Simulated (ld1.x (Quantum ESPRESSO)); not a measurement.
**Which change was made? (S, TM)**

S (Z = 16), norm-conserving Troullier–Martins (Kleinman–Bylander form), made with ld1.x (Quantum ESPRESSO) 7.5 (LDA (PZ), scalar-relativistic). Core [Ne], reference 3s2 3p4. Waves: 3s (bound): rc 1.45 bohr; 3p (bound): rc 1.30 bohr; 3d channel at 0.45 Ry: rc 1.55 bohr. Local part: the d channel. Core correction: none.

Cutoffs, loose and tight: the cutoffs (Ry, on a coarse ladder) from which the occupation-weighted sum of valence levels, in a spherical-Bessel basis at the reference potential, stays within 10 and 1 mRy of its value at 400 Ry. They do not see the model core or the augmentation charge, which bear on the density cutoff. Test errors are all-electron minus pseudo excitation energies from the reference, over the configurations 3s2 3p3; 3s2 3p2; 3s2 3p1; 3s2 3p3.5; 3s0 3p6; 3s1 3p5; 3s1 3p4 (two spin-polarised tests are not counted in the largest error); variants that change the core or the reference have their own tests.

The base gives: outcome: generated; cutoff, loose: 50 Ry; cutoff, tight: 90 Ry; bound ghosts: none; largest test error (meV): +159.

Problem. After one change the result is: outcome: generated; cutoff, loose: 50 Ry; cutoff, tight: 100 Ry; bound ghosts: none; largest test error (meV): +31. Which change was it?
A. reference 3s1 3p5
B. all radii scaled by about 0.83 (s 1.20, p 1.08, d 1.28 bohr)
C. wave 3p (bound): rc 1.30 bohr becomes 3p (bound): rc 1.74 bohr

Solution. A. The others give: all radii scaled by about 0.83 (s 1.20, p 1.08, d 1.28 bohr) → outcome: generated; cutoff, loose: 100 Ry; cutoff, tight: 160 Ry; bound ghosts: none; largest test error (meV): +229 | wave 3p (bound): rc 1.30 bohr becomes 3p (bound): rc 1.74 bohr → outcome: generated; cutoff, loose: 30 Ry; cutoff, tight: 60 Ry; bound ghosts: none; largest test error (meV): +164.
